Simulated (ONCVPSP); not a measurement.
## What one change does to a pseudopotential (Al (Z = 13), ONCV)

```
Element                 : aluminium (Al)
Generator               : ONCVPSP 4.0.1
Type                    : optimised norm-conserving Vanderbilt (ONCV)
Functional              : PBE
Relativity              : scalar-relativistic
Frozen core             : [Ne]
Valence charge          : 3
Reference configuration : 3s1.5 3p1.5
Partial waves           : 3s: rc 2.25 bohr, ncon 5, nbas 8, qcut 2.8 1/bohr, 1 projector; 3p: rc 2.05 bohr, ncon 3, nbas 7, qcut 4.1 1/bohr, 2 projectors, debl 2 Ha
Local potential         : polynomial inside 1.45 bohr (lpopt 1, dvloc0 0 Ha)
Core correction         : none
```

All-electron outer shells of the reference configuration (PBE, scalar-relativistic, ld1.x):

```csv
shell,level (eV),outermost node (bohr),outermost maximum (bohr)
2s,-109.10,0.16,0.50
2p,-70.57,–,0.43
3s,-8.18,0.80,2.09
3p,-3.04,0.82,2.61
```

Change: p: rc 3.02.

Cutoffs: the cutoffs (Ha) at which the residual kinetic energy of the hardest occupied pseudo-wave falls to 1 and 0.1 mHa per electron; they do not see the model core or the augmentation charge, which bear on the density cutoff. Errors are all-electron minus pseudo energies relative to the spin-unpolarised reference configuration.

What does the change do?

The potential gets neither clearly harder nor softer (10 Ha and 27 Ha → 10 Ha and 27 Ha); of the 4 tests that both files solve, the error grows in 1 and shrinks in 2 by more than 15 % and 0.3 meV (median size 1.8 → 1.9 meV); neither file shows a bound ghost.

| quantity | base | changed |
| --- | --- | --- |
| cutoff, loose | 10 Ha | 10 Ha |
| cutoff, tight | 27 Ha | 27 Ha |
| loose cutoff by channel | s 10 Ha, p 2.2 Ha | s 10 Ha, p 2.1 Ha |
| bound ghosts | none | none |
| GHOST(+) flags under 300 eV | s at 33.6 eV | s at 33.6 eV |
| error for 3s2 3p1, meV [ΔE -2.55 eV] | +1.7 | +2.0 |
| error for 3s2 3p0, meV [ΔE 3.22 eV] | +1.9 | +1.0 |
| error for 3s1 3p0, meV [ΔE 22.44 eV] | +22 | +16 |
| error for 3s2 3p0.5, meV [ΔE -0.46 eV] | +1.7 | +1.8 |
| s: phases at 2.28 bohr within 0.05 rad from the reference energy up to (Ha; the scan ends near 5) | 0.6 | 0.6 |
